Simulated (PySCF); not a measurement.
# Orbital picture of BiAs⁺

PW91 at R = 2.496 Å; PySCF, scalar-relativistic core potentials, basis sets Bi cc-pVDZ-PP with ECP60, As cc-pVDZ-PP with ECP10. State: ²Π (doublet), unpaired electrons π ↑. Only the outer orbitals are listed, counted within each symmetry, core potentials removing the inner ones.

```json
{"spin": "α", "orbital": "7σ", "occ.": "1", "ε (eV)": "-22.53", "on Bi (%)": "56", "main shells (%)": "53 Bi s, 40 As s"}
{"spin": "α", "orbital": "8σ", "occ.": "1", "ε (eV)": "-19.44", "on Bi (%)": "45", "main shells (%)": "55 As s, 42 Bi s"}
{"spin": "α", "orbital": "9σ", "occ.": "1", "ε (eV)": "-12.41", "on Bi (%)": "46", "main shells (%)": "50 As p, 42 Bi p"}
{"spin": "α", "orbital": "5π", "occ.": "1", "ε (eV)": "-12.34", "on Bi (%)": "43", "main shells (%)": "57 As p, 41 Bi p"}
{"spin": "α", "orbital": "5π", "occ.": "1", "ε (eV)": "-11.73", "on Bi (%)": "45", "main shells (%)": "54 As p, 44 Bi p"}
{"spin": "α", "orbital": "6π", "occ.": "0", "ε (eV)": "-9.98", "on Bi (%)": "58", "main shells (%)": "58 Bi p, 42 As p"}
{"spin": "α", "orbital": "6π", "occ.": "0", "ε (eV)": "-9.43", "on Bi (%)": "56", "main shells (%)": "55 Bi p, 44 As p"}
{"spin": "α", "orbital": "10σ", "occ.": "0", "ε (eV)": "-6.45", "on Bi (%)": "59", "main shells (%)": "57 Bi p, 42 As p"}
{"spin": "β", "orbital": "7σ", "occ.": "1", "ε (eV)": "-22.15", "on Bi (%)": "61", "main shells (%)": "58 Bi s, 36 As s"}
{"spin": "β", "orbital": "8σ", "occ.": "1", "ε (eV)": "-19.05", "on Bi (%)": "41", "main shells (%)": "59 As s, 38 Bi s"}
{"spin": "β", "orbital": "9σ", "occ.": "1", "ε (eV)": "-12.19", "on Bi (%)": "46", "main shells (%)": "50 As p, 43 Bi p"}
{"spin": "β", "orbital": "5π", "occ.": "1", "ε (eV)": "-11.52", "on Bi (%)": "50", "main shells (%)": "50 As p, 49 Bi p"}
{"spin": "β", "orbital": "5π", "occ.": "0", "ε (eV)": "-11.46", "on Bi (%)": "53", "main shells (%)": "52 Bi p, 46 As p"}
{"spin": "β", "orbital": "6π", "occ.": "0", "ε (eV)": "-9.25", "on Bi (%)": "51", "main shells (%)": "51 Bi p, 49 As p"}
{"spin": "β", "orbital": "6π", "occ.": "0", "ε (eV)": "-9.21", "on Bi (%)": "48", "main shells (%)": "52 As p, 47 Bi p"}
```

Problem. Which are the highest filled and the lowest empty level, where do they sit, and how wide is the gap?

Solution. Highest filled β 5π at -11.52 eV (in %: 50 As p, 49 Bi p); lowest empty β 5π at -11.46 eV (in %: 52 Bi p, 46 As p); the gap at PW91 is 0.06 eV. Both belong to one degenerate shell, split only by its one-sided filling, so this is no excitation gap.

The bond order (Mayer) is 2.45. The ⟨S²⟩ is 0.753. The charge on Bi (Mulliken, basis-dependent) is 0.70 and the charge on Bi (Löwdin, basis-dependent) is 0.71. The dipole moment (positive dipole points towards As; it is taken about the centre of mass and depends on that origin) is 0.54 D.

Spin–orbit coupling is left out, which matters for elements this heavy, above all for dissociation energies. The state is the lowest determinant that a PBE0 search found; another state may lie lower at other levels.
